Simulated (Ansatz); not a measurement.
Conformers of C4H8O (SMILES CCCC=O), B3LYP-D3(BJ)/def2-TZVP minima from an xTB search, which can miss the lowest.
Conformer 1 (charge 0, multiplicity 1):
```xyz
13

C     -1.7618    -0.1552    -0.3604
C     -0.3768    -0.5661     0.1299
C      0.6556     0.5373    -0.0520
C      2.0438     0.1934     0.4128
O      2.3696    -0.8589     0.8980
H     -2.4842    -0.9606    -0.2197
H     -1.7478     0.0961    -1.4239
H     -2.1307     0.7199     0.1803
H     -0.0392    -1.4597    -0.3995
H     -0.4177    -0.8443     1.1852
H      0.7371     0.8400    -1.1047
H      0.3597     1.4539     0.4761
H      2.7925     1.0041     0.2780
```
Conformer 2 (charge 0, multiplicity 1):
```xyz
13

C     -1.387     0.619    -0.703
C     -0.556     0.065     0.453
C      0.613    -0.798    -0.009
C      1.752    -0.050    -0.648
O      1.842     1.148    -0.721
H     -2.222     1.215    -0.332
H     -1.800    -0.190    -1.310
H     -0.782     1.255    -1.349
H     -1.193    -0.533     1.110
H     -0.169     0.891     1.055
H      0.289    -1.571    -0.718
H      1.055    -1.355     0.828
H      2.558    -0.697    -1.057
```

Frozen-core correlation. MP2 and its Hartree–Fock in cc-pVQZ, cc-pVTZ are density fitted.

Run with Ansatz (Gaussian basis) for Hartree–Fock, density functionals and correlated methods. Each number belongs to the level named beside it.

The energy of conformer 2 above conformer 1 is E(conformer 2) − E(conformer 1). Total energies (hartree):

```csv
level,conformer 2,conformer 1
HF/cc-pVTZ,-231.0703080,-231.0711690
MP2/cc-pVTZ,-231.9862825,-231.9862369
HF/cc-pVQZ,-231.0861474,-231.0870992
MP2/cc-pVQZ,-232.0625315,-232.0625390
MP2/cc-pVDZ,-231.7479422,-231.7479032
CCSD(T)/cc-pVDZ,-231.8261914,-231.8262486
```

Task: Work out the energy of conformer 2 above conformer 1 at the basis-set limit: extrapolate the MP2 correlation part as X⁻³, take Hartree–Fock from the larger set, and add the CCSD(T) − MP2 difference of cc-pVDZ.

Result: 
1. Differences (1 hartree = 627.509 kcal/mol): HF/cc-pVTZ 0.540; MP2/cc-pVTZ -0.029; HF/cc-pVQZ 0.597; MP2/cc-pVQZ 0.005; MP2/cc-pVDZ -0.024; CCSD(T)/cc-pVDZ 0.036.
2. Correlation parts, MP2 less HF: -0.569 in cc-pVTZ (X = 3), -0.593 in cc-pVQZ (X = 4).
3. Limit (4³·(-0.593) − 3³·(-0.569))/(4³ − 3³) = -0.610; with HF/cc-pVQZ it gives -0.013.
4. CCSD(T) less MP2 in cc-pVDZ: 0.060.
Result: 0.05 kcal/mol, against -0.03 at MP2/cc-pVTZ. It is an estimate of this method's limit, not of the exact value.

Ansatz is a quantum-chemistry and plane-wave program.
